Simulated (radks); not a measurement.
Species: Br2+. Configuration: [Ar] 3d10 4s2 4p3. All-electron calculation, non-relativistic Kohn-Sham, exchange-only B88, spin-polarised, spherical densities, point nucleus; open shells are filled with parallel spins first. Program: a radial shooting solver on a logarithmic mesh with Libxc functionals.

Normalised radial functions P(r) = r R(r), r in bohr:

```
   r/bohr * 3p up (the largest magnitude, 1.44, reaches the edge; | marks zero)
 0.002447                             *
 0.002781                             *
 0.003186                             *
  0.00365                             *
 0.004148                             *
 0.004753                             *
 0.005445                             *
 0.006189                             *
  0.00709                             *
 0.008059                             |*
 0.009233                             |*
  0.01058                             |*
  0.01202                             |*
  0.01377                             |*
  0.01578                             | *
  0.01793                             | *
  0.02055                             |  *
  0.02354                             |  *
  0.02676                             |   *
  0.03065                             |    *
  0.03512                             |     *
  0.03991                             |      *
  0.04573                             |       *
  0.05239                             |         *
  0.05955                             |          *
  0.06822                             |           *
  0.07816                             |             *
  0.08883                             |             *
   0.1018                             |              *
   0.1157                             |             *
   0.1325                             |            *
   0.1518                             |         *
   0.1726                             |      *
   0.1977                             | *
   0.2265                          *  |
   0.2574                    *        |
   0.2949              *              |
   0.3379         *                   |
    0.384     *                       |
     0.44  *                          |
   0.5041  *                          |
   0.5729   *                         |
   0.6564      *                      |
    0.752          *                  |
   0.8547              *              |
   0.9792                  *          |
    1.122                      *      |
    1.275                         *   |
    1.461                           * |
     1.66                            *|
    1.902                            *|
    2.179                             *
    2.477                             *
    2.838                             *
    3.251                             *
    3.695                             *
    4.233                             *
     4.85                             *
    5.512                             *
    6.315                             *
```

3p up: eigenvalue -194.16 eV, 1 radial node at r = 0.209 bohr, <r> = 0.569 bohr, 90 % of the charge inside 0.869 bohr.
